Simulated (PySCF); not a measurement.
Isomers of C4H7ClSSi. The calculation used TDDFT CAM-B3LYP/def2-SVPD, vertical, gas phase, core orbitals frozen in the response (PySCF). Geometries: GFN2-xTB; one conformer of each isolated species. Triplets are in the Tamm–Dancoff approximation.

A. `C(Cl)(=C)[SiH2][C@@H]1SC1`
B. `C[Si](C)(Cl)C=C=S`
C. `CC#C[Si@@H](Cl)SC`

Lowest singlet levels (six at most, fewer where fewer were computed) with oscillator strengths:

1. 462 nm (f 0.000); 246 nm (f 0.002); 206 nm (f 0.003); 203 nm (f 0.001); 191 nm (f 0.946); 186 nm (f 0.000); T1 2.39 eV
2. 233 nm (f 0.005); 213 nm (f 0.002); 208 nm (f 0.014); 201 nm (f 0.011); 199 nm (f 0.004); 189 nm (f 0.006); T1 4.92 eV
3. 261 nm (f 0.003); 206 nm (f 0.040); 202 nm (f 0.021); 193 nm (f 0.098); 190 nm (f 0.193); 187 nm (f 0.003); T1 4.06 eV

Question: Match each spectrum to its molecule.

Answer: 1 = B, 2 = C, 3 = A.
- A: S1 at 4.76 eV, HOMO→LUMO+1 (60%), HOMO→LUMO (27%); Löwdin shares by element: HOMO sulfur 72%, carbon 18% or more; LUMO carbon 57% or more, silicon 8%, sulfur 8% (atoms not listed hold the other 26%); HOMO -7.96 and LUMO 0.23 eV.
- B: S1 at 2.68 eV, HOMO→LUMO (99%); Löwdin shares by element: HOMO carbon 46% or more, sulfur 44%; LUMO carbon 47% or more, sulfur 38%, hydrogen 5% or more; HOMO -7.93 and LUMO -1.10 eV; point group Cs, 2 of its 6 listed states under f = 0.0005.
- C: S1 at 5.33 eV, HOMO→LUMO (85%); Löwdin shares by element: HOMO sulfur 72%, carbon 10% or more, silicon 7%; LUMO carbon 27% or more, silicon 20%, sulfur 18% (atoms not listed hold the other 34%); HOMO -8.21 and LUMO 0.44 eV.
